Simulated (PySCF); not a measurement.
Vertical excitations of a molecule C3H6BrF from TDA-PBE/def2-SVPD in PySCF, as energy in eV (oscillator strength): 5.73 (0.001), 5.78 (0.002), 6.67 (0.000), 6.95 (0.033), 7.03 (0.042), 7.20 (0.036), 7.41 (0.001), 7.49 (0.004), 7.61 (0.022), 7.61 (0.009). Lowest triplet (TDA): 5.08 eV. The structure is a stationary point at B3LYP-D3(BJ)/def2-SVP. The values are those of a single conformer.

Q: Identify the compound among the candidates.
(A) CC[C@H](F)Br
(B) CC(C)(F)Br
(C) C[C@H](F)CBr

A: C, C[C@H](F)CBr
